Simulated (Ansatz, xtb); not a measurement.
Relaxing a trial structure of C6H7S+

The starting geometry of this gas-phase singlet was built from a drawn formula by distance geometry and a force field; its bonds are those of `CCC(=S)c1c[cH+]1`.

```xyz
14

C    -0.6889   -0.2195   -1.0334
C    -0.5927   -1.1949    0.1032
C    -1.0080   -0.5975    1.4592
C     0.1240    0.0354    2.2051
C     0.0600    1.3188    2.5308
C     0.2242    0.4172    3.5603
S    -2.6015   -0.6910    1.9469
H    -1.7092    0.2028   -1.1072
H    -0.3715   -0.5858   -1.9855
H    -0.0130    0.6938   -0.8210
H    -1.2400   -2.0718   -0.1005
H     0.4158   -1.5930    0.1694
H    -0.7436    2.0112    2.2253
H    -0.5038    0.2318    4.3089
```

Problem. Predict what it relaxes into with r2SCAN-D4/def2-SVP.

Solution. It keeps its bonds, and is `CCC(=S)c1c[cH+]1`.

The energy falls by 2.89 eV over 22 steps:

```tsv
step	E − E(last) (eV)
1	2.895
3	0.777
6	0.056
8	0.020
10	0.009
13	0.005
15	0.002
17	0.001
20	0.000
22	0.000
```

Final geometry (Å):

| atom | x (Å) | y (Å) | z (Å) |
| --- | --- | --- | --- |
| C | -0.4269 | -0.1663 | -0.9121 |
| C | -0.7692 | -1.3048 | 0.0606 |
| C | -1.3410 | -0.8213 | 1.3423 |
| C | -0.6811 | 0.1854 | 2.1580 |
| C | -0.5156 | 1.5084 | 2.5616 |
| C | 0.1259 | 0.5355 | 3.2380 |
| S | -2.7237 | -1.2133 | 2.1124 |
| H | -1.3244 | 0.4110 | -1.1780 |
| H | -0.0109 | -0.5925 | -1.8354 |
| H | 0.3290 | 0.5205 | -0.4988 |
| H | -1.4834 | -2.0214 | -0.3738 |
| H | 0.1526 | -1.8707 | 0.3070 |
| H | -0.7628 | 2.5646 | 2.4261 |
| H | 0.7833 | 0.2221 | 4.0534 |

From the same start GFN2-xTB ends elsewhere, differing in C4–S7 (2.09 against 2.48 Å here).

No frequencies were run, so the end isn't proven a minimum. Run with Ansatz 0.2.0, 42 s on 4 threads of Arm Neoverse V1, on a shared host.
